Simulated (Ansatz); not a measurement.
C3H8Ge can be A, `[CH3][GeH]1[CH2][CH2]1`, or B, `C=C[CH2][GeH3]`.

Program: Ansatz. Geometries: PBE0-D4/def2-TZVP. ΔE: electronic, gas phase. CCSD(T)/CBS adds triple-zeta CCSD(T) − MP2 to the extrapolated MP2 energy (def2 sets, frozen cores). Functionals use def2-TZVPP. B3LYP here is the variant with VWN-RPA as its local correlation; programs differ in this. For Ge outer-core shells are correlated without core-valence functions, which leaves a few kJ/mol of doubt a bond. Scalar relativity is left out up to krypton. One conformer a species, not always the lowest.

Q: Which isomer does CCSD(T)/CBS put lower? Give the gap. (An estimate is asked.)

A: Computed: B, by 3.8 kcal/mol.

Q: Give E(B) − E(A) in kcal/mol with MP2/def2-TZVPP, ωB97M-V, B3LYP-D4, PBE-D4, HF/def2-TZVPP, r2SCAN-D4, CCSD/def2-TZVPP. (An estimate is asked.)

A: The calculation gave: MP2/def2-TZVPP -1.4, ωB97M-V -4.5, B3LYP-D4 -7.8, PBE-D4 -3.0, HF/def2-TZVPP -13.4, r2SCAN-D4 -3.5, CCSD/def2-TZVPP -5.3. None reverses the order clearly.

Largest T1 diagnostic: 0.011.

In def2-TZVPP, CCSD(T) changes the Hartree–Fock value by +8.8 kcal/mol (the triples alone add +0.7 kcal/mol) and MP2 by +12.0 kcal/mol.
